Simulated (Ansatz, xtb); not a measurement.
# Relaxing a trial structure of CH5F2Si2+

The starting geometry of this gas-phase singlet was built from a drawn formula by distance geometry and a force field; its bonds are those of `[CH2+][Si](F)(F)[SiH3]`.

```xyz
10

C    -0.1946    2.6109   -1.4737
F     0.9528    0.1711   -2.1961
F     2.2173    1.6705   -0.5742
Si    0.7859    1.1503   -0.9423
Si   -0.2198    0.0418    0.8291
H    -0.8659    2.4789   -2.2874
H     0.0434    3.5268   -1.0581
H    -1.5572   -0.3934    0.4815
H     0.5575   -1.1379    1.2939
H    -0.3562    0.9656    2.0273
```

Q: Where would you expect an optimisation with r2SCAN-D4/def2-SVP to take it?

A: New bonds form, giving a structure with H9 bridging Si4 and Si5, given below by its coordinates. Distances that change by over a tenth: Si5–H9 (1.49 → 1.66 Å). Contacts that close: C1–Si5 (3.45 → 1.90 Å), Si4–H9 (3.21 → 1.72 Å).

The energy falls by 3.26 eV over 15 steps:

| step | E − E(last) (eV) |
| --- | --- |
| 1 | 3.257 |
| 3 | 2.514 |
| 4 | 2.275 |
| 6 | 1.543 |
| 7 | 1.070 |
| 9 | 0.263 |
| 10 | 0.093 |
| 12 | 0.012 |
| 13 | 0.001 |
| 15 | 0.000 |

Final geometry (Å):

```xyz
10

C    -0.2855    2.0010   -0.8675
F     1.2420   -0.1369   -2.2154
F     2.5837    1.4007   -0.5183
Si    1.1756    0.9492   -1.0714
Si   -0.7207    0.8159    0.5584
H    -1.0024    1.9857   -1.7048
H    -0.0854    3.0381   -0.5520
H    -1.7554   -0.2063    0.2993
H     0.6584   -0.0438    0.2380
H    -0.4470    1.2810    1.9338
```

From the same start GFN2-xTB ends elsewhere, at `F[Si+](F)C[SiH3]`.

The end wasn't checked by frequencies. Run with Ansatz 0.2.0, 30 s on 2 threads of Intel(R) Xeon(R) Platinum 8375C CPU @ 2.90GHz (Ice Lake) (shared host).
